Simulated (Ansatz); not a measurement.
Input for Ansatz (a program for electronic structure): R-wB97M-V/def2-TZVPPD on H8OSi2 (a complex), monomers drawn apart or pushed together. Files ending in .json are basis or fitting sets from the Basis Set Exchange.

Ansatz 0.2 input:
```yaml
crystal:
  periodic: [false, false, false]
  atoms:
    - {symbol: Si, position_ang: [-0.00624670, 0.15045999, 0.19760348]}
    - {symbol: H, position_ang: [-0.82315555, 1.07555603, 1.01331539]}
    - {symbol: H, position_ang: [1.37651391, 0.65870729, 0.08434713]}
    - {symbol: H, position_ang: [-0.60913515, -0.00417720, -1.14389018]}
    - {symbol: H, position_ang: [0.01719270, -1.17477879, 0.86582093]}
    - {symbol: O, position_ang: [-0.46812410, -1.21098383, 3.59157878]}
    - {symbol: Si, position_ang: [-0.01294883, 0.31551858, 4.02621010]}
    - {symbol: H, position_ang: [-0.60252107, -1.39170439, 2.65724268]}
    - {symbol: H, position_ang: [1.12333098, 0.79338376, 3.19750496]}
    - {symbol: H, position_ang: [0.39448534, 0.23476602, 5.44276192]}
    - {symbol: H, position_ang: [-1.12210005, 1.28933126, 3.87881588]}
basis:
  gaussian:
    orbitals: def2-TZVPPD.json
hamiltonian:
  xc: {name: wB97M-V}
scf: {lower_state_search: off}
```

Program output:

```
Functional definition: wB97M-V
[...]
these checks for a lower state are left out or cut short: stability, starts, cluster_reference, orbital_swaps, neighbouring_geometries, increment
integrals: 0.30 GiB planned
1276 factors; their error is unknown
integrals: 0.33 GiB planned
400 factors; integrals over basis functions are off by at most 2.2e-5 eV
mean field: 1.61 GiB planned
mean field evaluation 1: about -17928.4367 eV, gradient 4.7e1 eV
mean field evaluation 2: about -17927.0875 eV, gradient 5.6e1 eV
mean field evaluation 4: about -17932.0722 eV, gradient 3.7e-1 eV
mean field evaluation 8: about -17932.0926 eV, gradient 4.1e-1 eV
mean field evaluation 16: about -17932.0928 eV, gradient 1.8e-5 eV
mean field -17932.09282175 eV, -658.9922563901 hartree, gradient 4.8e-6 eV, S^2 0.000000; 0 other end points of the search recorded, 0 dependent functions left out
reference -17932.09289032 eV, -658.9922589101 hartree; 22, 22 occupied and 250, 250 virtual orbitals, 1276 factors
Total energy: -17932.09289032 eV, -658.9922589101 hartree
Checks for a lower state left out: stability, starts, cluster_reference, orbital_swaps, neighbouring_geometries, increment
```

The run converged.

Cost: about 25 core-seconds (a rough figure).
